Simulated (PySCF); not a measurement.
Si(H)(Me)(OH)(NH2) (CH₇NOSi), SMILES [SiH](N)(O)C. The structure is a stationary point at PBE-D3(BJ)/def2-SVP. This is a generated structure with no PubChem entry under its InChIKey; it may be hypothetical. One conformer was computed; it need not be the lowest.

These are PBE-D3(BJ)/def2-SVP (PySCF 2.14.0) values and carry that method's errors.

Harmonic wavenumbers (cm⁻¹): 140, 186, 213, 224, 284, 359, 410, 625, 651, 718, 785, 787, 832, 882, 900, 928, 1218, 1383, 1385, 1493, 2158, 2972, 3067, 3079, 3489, 3585, 3745. Rotational constants (GHz): 6.212, 5.619, 3.453; symmetry number 1.

**Question.** Work out the zero-point energy and the ideal-gas rigid-rotor harmonic-oscillator thermochemistry at 298.15 K and 1 atm.

**Answer.** ZPE = ½ Σ hcν = ½ × 36500 cm⁻¹ = 52.18 kcal/mol. H − E(el) = 57.20 kcal/mol. Entropy in cal/(mol K): translation 38.95, rotation 25.39, vibration 14.76, total 79.10. G − E(el) = 33.61 kcal/mol. Cp = 26.69 cal/(mol K). Modes under 150 cm⁻¹ make the vibrational entropy uncertain.
